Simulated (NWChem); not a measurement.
System: CdTe; SMILES [Te]=[Cd]

Excerpt of the output:

```
             Northwest Computational Chemistry Package (NWChem) 7.3.0
             --------------------------------------------------------

 ORDER OF PRIMARY AXIS IS BEING SET TO 4
 C4V symmetry detected

                             Geometry "geometry" -> ""
                             -------------------------

 Output coordinates in angstroms (scale by  1.889725989 to convert to a.u.)

  No.       Tag          Charge          X              Y              Z
 ---- ---------------- ---------- -------------- -------------- --------------
    1 Cd                  48.0000     0.00000000     0.00000000    -1.32500420
    2 Te                  52.0000     0.00000000     0.00000000     1.22308080

 Effective nuclear repulsion energy (a.u.)     518.3604210626

      Symmetry information
      --------------------

 Group name             C4v
 Group number             18
 Group order               8
 No. of unique centers     2

                                 NWChem DFT Module
                                 -----------------

 Summary of "ao basis" -> "ao basis" (spherical)
 ------------------------------------------------------------------------------
       Tag                 Description            Shells   Functions and Types
 ---------------- ------------------------------  ------  ---------------------
 Cd                         def2-svp                11       31   5s3p2d1f
 Te                         def2-svp                10       26   4s4p2d

      Symmetry analysis of basis
      --------------------------

        a1         21
        a2          0
        b1          5
        b2          5
        e          26

            General Information
            -------------------
          SCF calculation type: DFT
          Wavefunction type:  closed shell.
          No. of atoms     :     2
          No. of electrons :    44
           Alpha electrons :    22
            Beta electrons :    22
          Charge           :     0
          Spin multiplicity:     1
          Use of symmetry is: on ; symmetry adaption is: on
          Maximum number of iterations: 150
          AO basis - number of functions:    57
                     number of shells:    21
          Convergence on energy requested:  1.00D-06
          Convergence on density requested:  1.00D-05
          Convergence on gradient requested:  5.00D-04

              XC Information
              --------------
                       M06-2X Method XC Functional
                     Hartree-Fock (Exact) Exchange  0.540
                        M06-2X Exchange Functional  1.000
                      M06-2X Correlation Potential  1.000

             Grid Information
             ----------------
          Grid used for XC integration:  coarse
          Radial quadrature: Mura-Knowles
          Angular quadrature: Lebedev.
          Tag              B.-S. Rad. Rad. Pts. Rad. Cut. Ang. Pts.
          ---              ---------- --------- --------- ---------
          Cd                  1.55      104           9.0       302
          Te                  1.40      104          10.0       302
          Grid pruning is: on
          Number of quadrature shells:   208
          Spatial weights used:  Erf1

      Superposition of Atomic Density Guess
      -------------------------------------

 Sum of atomic energies:        -503.19740443

      Non-variational initial energy
      ------------------------------

 Total energy =    -433.952988
 1-e energy   =    -963.126737
 2-e energy   =     429.489053
 HOMO         =      -0.253253
 LUMO         =      -0.122620

      Symmetry analysis of molecular orbitals - initial
      -------------------------------------------------

 !! scf_movecs_sym_adapt:    8 vectors were symmetry contaminated

  Symmetry fudging

 !! scf_movecs_sym_adapt:    6 vectors were symmetry contaminated

  Numbering of irreducible representations:

     1 a1          2 a2          3 b1          4 b2          5 e

  Orbital symmetries:

     1 a1          2 a1          3 e           4 e           5 a1
     6 a1          7 e           8 e           9 a1         10 e
    11 e          12 b2         13 b1         14 a1         15 e
    16 e          17 b2         18 b1         19 a1         20 a1
    21 e          22 e          23 a1         24 e          25 e
    26 a1         27 a1         28 a1         29 e          30 e
    31 a1         32 b1

     ---------------------------------------------
      Total Density - Mulliken Population Analysis
     ---------------------------------------------

    Atom       Charge   Shell Charges
 -----------   ------   -------------------------------------------------------
    1 Cd  20    19.08  -0.37  1.63  0.74  0.62  0.34  5.95  0.11  0.08  9.14  0.85  0.00
    2 Te  24    24.92   1.77  0.27  1.23  0.67  2.87  3.17  2.27  2.64  9.85  0.17

   convergence    iter        energy       DeltaE   RMS-Dens  Diis-err
 ---------------- ----- ----------------- --------- --------- ---------
 d= 0,ls=0.0,diis     1   -435.5322350017 -5.35D+02  2.84D-02  2.03D-01
 d= 0,ls=0.0,diis     2   -435.4360390803  9.62D-02  1.71D-02  6.78D-01
 d= 0,ls=0.0,diis     3   -435.5864427435 -1.50D-01  1.25D-03  2.71D-03
 d= 0,ls=0.0,diis     4   -435.5868318262 -3.89D-04  5.19D-04  1.11D-03
 d= 0,ls=0.0,diis     5   -435.5849406141  1.89D-03  5.89D-04  2.67D-04
  Resetting Diis
 d= 0,ls=0.0,diis     6   -435.5850667006 -1.26D-04  6.72D-04  7.81D-05
 d= 0,ls=0.0,diis     7   -435.5851206821 -5.40D-05  2.08D-04  9.87D-06
 d= 0,ls=0.0,diis     8   -435.5851250566 -4.37D-06  8.52D-05  8.77D-06
 d= 0,ls=0.0,diis     9   -435.5851267811 -1.72D-06  2.98D-05  1.01D-06
 d= 0,ls=0.0,diis    10   -435.5851271035 -3.22D-07  2.09D-05  1.39D-07
 d= 0,ls=0.0,diis    11   -435.5851271623 -5.88D-08  5.44D-06  3.84D-08

         Total DFT energy =     -435.585127162272
      One electron energy =     -963.169786754264
           Coulomb energy =      463.982036151028
    Exchange-Corr. energy =      -36.082072917225
 Nuclear repulsion energy =       99.684696358189

 Numeric. integr. density =       43.999996568789

                  Occupations of the irreducible representations
                  ----------------------------------------------

                     irrep           alpha         beta
                     --------     --------     --------
                     a1                8.0          8.0
                     a2                0.0          0.0
                     b1                2.0          2.0
                     b2                2.0          2.0
                     e                10.0         10.0

                       DFT Final Molecular Orbital Analysis
                       ------------------------------------

 Vector   20  Occ=2.000000D+00  E=-3.296361D-01  Symmetry=a1
              MO Center= -3.7D-15,  1.3D-14, -1.8D-01, r^2= 4.1D+00
   Bfn.  Coefficient  Atom+Function         Bfn.  Coefficient  Atom+Function
  ----- ------------  ---------------      ----- ------------  ---------------
     4      0.631765  1 Cd s                  2     -0.358079  1 Cd s
    44     -0.338019  2 Te pz                47     -0.241490  2 Te pz
     5      0.223272  1 Cd s                 34     -0.218087  2 Te s
     3     -0.188951  1 Cd s                 35     -0.167010  2 Te s
     1      0.153482  1 Cd s                 41      0.139237  2 Te pz

 Vector   21  Occ=2.000000D+00  E=-2.457477D-01  Symmetry=e
              MO Center=  1.2D-15,  6.0D-16,  1.0D+00, r^2= 2.8D+00
   Bfn.  Coefficient  Atom+Function         Bfn.  Coefficient  Atom+Function
  ----- ------------  ---------------      ----- ------------  ---------------
    42      0.544071  2 Te px                45      0.529389  2 Te px
    39     -0.218703  2 Te px                36     -0.171766  2 Te px
    12      0.126856  1 Cd px                 9      0.091700  1 Cd px
    18      0.087068  1 Cd d  1               6     -0.080722  1 Cd px
    56      0.029300  2 Te d  1

 Vector   22  Occ=2.000000D+00  E=-2.457477D-01  Symmetry=e
              MO Center=  1.3D-15, -9.1D-16,  1.0D+00, r^2= 2.8D+00
   Bfn.  Coefficient  Atom+Function         Bfn.  Coefficient  Atom+Function
  ----- ------------  ---------------      ----- ------------  ---------------
    43      0.544071  2 Te py                46      0.529389  2 Te py
    40     -0.218703  2 Te py                37     -0.171766  2 Te py
    13      0.126856  1 Cd py                10      0.091700  1 Cd py
    16     -0.087068  1 Cd d -1               7     -0.080722  1 Cd py
    54     -0.029300  2 Te d -1

 Vector   23  Occ=0.000000D+00  E=-1.267412D-01  Symmetry=a1
              MO Center=  1.0D-16,  3.4D-16, -9.4D-01, r^2= 6.0D+00
   Bfn.  Coefficient  Atom+Function         Bfn.  Coefficient  Atom+Function
  ----- ------------  ---------------      ----- ------------  ---------------
     5      0.455116  1 Cd s                 47      0.425284  2 Te pz
    44      0.367638  2 Te pz                 4      0.330756  1 Cd s
    14     -0.324883  1 Cd pz                11     -0.224753  1 Cd pz
     8      0.205464  1 Cd pz                 2     -0.165285  1 Cd s
    41     -0.150883  2 Te pz                 3     -0.119264  1 Cd s

 Vector   24  Occ=0.000000D+00  E=-1.295569D-02  Symmetry=e
              MO Center=  3.1D-16,  3.8D-17, -1.3D+00, r^2= 6.4D+00
   Bfn.  Coefficient  Atom+Function         Bfn.  Coefficient  Atom+Function
  ----- ------------  ---------------      ----- ------------  ---------------
    12      0.880414  1 Cd px                45     -0.369944  2 Te px
    13     -0.251172  1 Cd py                 9      0.228156  1 Cd px
     6     -0.208281  1 Cd px                42     -0.155999  2 Te px
    46      0.105541  2 Te py                39      0.070095  2 Te px
    10     -0.065090  1 Cd py                 7      0.059420  1 Cd py

 Vector   25  Occ=0.000000D+00  E=-1.295569D-02  Symmetry=e
              MO Center=  2.1D-17, -4.1D-16, -1.3D+00, r^2= 6.4D+00
   Bfn.  Coefficient  Atom+Function         Bfn.  Coefficient  Atom+Function
  ----- ------------  ---------------      ----- ------------  ---------------
    13      0.880414  1 Cd py                46     -0.369944  2 Te py
    12      0.251172  1 Cd px                10      0.228156  1 Cd py
     7     -0.208281  1 Cd py                43     -0.155999  2 Te py
    45     -0.105541  2 Te px                40      0.070095  2 Te py
     9      0.065090  1 Cd px                 6     -0.059420  1 Cd px

     ---------------------------------------------
      Total Density - Mulliken Population Analysis
     ---------------------------------------------

    Atom       Charge   Shell Charges
 -----------   ------   -------------------------------------------------------
    1 Cd  20    19.62  -0.38  1.67  0.71  0.94  0.30  5.96  0.16  0.25  9.12  0.88  0.00
    2 Te  24    24.38   1.77  0.27  1.26  0.65  2.89  3.14  2.07  2.31  9.83  0.19

     -------------------------------------------
      Total Density - Lowdin Population Analysis
     -------------------------------------------

    Atom       Charge   Shell Charges
 -----------   ------   -------------------------------------------------------
    1 Cd  20    19.79   0.01  1.02  0.95  0.72  0.48  5.61  0.51  0.44  8.75  1.31  0.00
    2 Te  24    24.21   1.23  0.74  1.01  0.77  2.74  3.17  2.06  2.45  9.57  0.47

     Multipole analysis of the density
     ---------------------------------

     L   x y z        total         alpha         beta         nuclear
     -   - - -        -----         -----         ----         -------
     0   0 0 0     -0.000000    -22.000000    -22.000000     44.000000

     1   1 0 0      0.000000      0.000000      0.000000      0.000000
     1   0 1 0     -0.000000     -0.000000     -0.000000      0.000000
     1   0 0 1     -2.112436     -3.752720     -3.752720      5.393004

     2   2 0 0    -37.472045    -18.736023    -18.736023      0.000000
     2   1 1 0      0.000000      0.000000      0.000000      0.000000
     2   1 0 1      0.000000      0.000000      0.000000      0.000000
     2   0 2 0    -37.472045    -18.736023    -18.736023      0.000000
     2   0 1 1      0.000000      0.000000      0.000000      0.000000
     2   0 0 2    -28.516294   -141.057645   -141.057645    253.598997

            General Information
            -------------------
          SCF calculation type: DFT
          Wavefunction type:  closed shell.
          No. of atoms     :     2
          No. of electrons :    44
           Alpha electrons :    22
            Beta electrons :    22
          Charge           :     0
          Spin multiplicity:     1
          Use of symmetry is: on ; symmetry adaption is: on
          Maximum number of iterations: 150
          AO basis - number of functions:    57
                     number of shells:    21
          Convergence on energy requested:  1.00D-06
          Convergence on density requested:  1.00D-05
          Convergence on gradient requested:  5.00D-04

              XC Information
              --------------
                       M06-2X Method XC Functional
                     Hartree-Fock (Exact) Exchange  0.540
                        M06-2X Exchange Functional  1.000
                      M06-2X Correlation Potential  1.000

             Grid Information
             ----------------
          Grid used for XC integration:  coarse
          Radial quadrature: Mura-Knowles
          Angular quadrature: Lebedev.
          Tag              B.-S. Rad. Rad. Pts. Rad. Cut. Ang. Pts.
          ---              ---------- --------- --------- ---------
          Cd                  1.55      104           9.0       302
          Te                  1.40      104          10.0       302
          Grid pruning is: on
          Number of quadrature shells:   208
          Spatial weights used:  Erf1

          Convergence Information
          -----------------------
          Convergence aids based upon iterative change in
          total energy or number of iterations.
          Levelshifting, if invoked, occurs when the
          HOMO/LUMO gap drops below (HL_TOL):  1.00D-02
          DIIS, if invoked, will attempt to extrapolate
          using up to (NFOCK): 10 stored Fock matrices.

                    Damping( 0%)  Levelshifting(0.5)       DIIS
                  --------------- ------------------- ---------------
          dE  on:    start            ASAP                start
          dE off:    2 iters        150 iters           150 iters

                            NWChem DFT Gradient Module
                            --------------------------

  charge          =   0.00
  wavefunction    = closed shell

  Using symmetry

                         DFT ENERGY GRADIENTS

    atom               coordinates                        gradient
                 x          y          z           x          y          z
   1 Cd      0.000000   0.000000  -2.503895    0.000000   0.000000   0.010425
   2 Te      0.000000   0.000000   2.311288    0.000000   0.000000  -0.010425
```

Level: M06-2X/def2-SVP with def2 effective core potentials on Cd, Te. Geometry: optimised at PBE0-D3(BJ)/def2-TZVP. def2 effective core potentials on Cd, Te; no spin-orbit coupling.

Problem. Write an input that gives this output.

Solution. Several could match; the one computed here: the input that was run:
```
start job
memory heap 200 mb stack 900 mb global 1100 mb
geometry units angstroms noautoz
  Cd     0.000000     0.000000    -1.324157
  Te     0.000000     0.000000     1.223928
end
basis spherical
  * library def2-svp
end
ecp
  Cd library def2-ecp
  Te library def2-ecp
end
dft
  xc m06-2x
  grid coarse
  iterations 150
  mulliken
end
task dft gradient
```
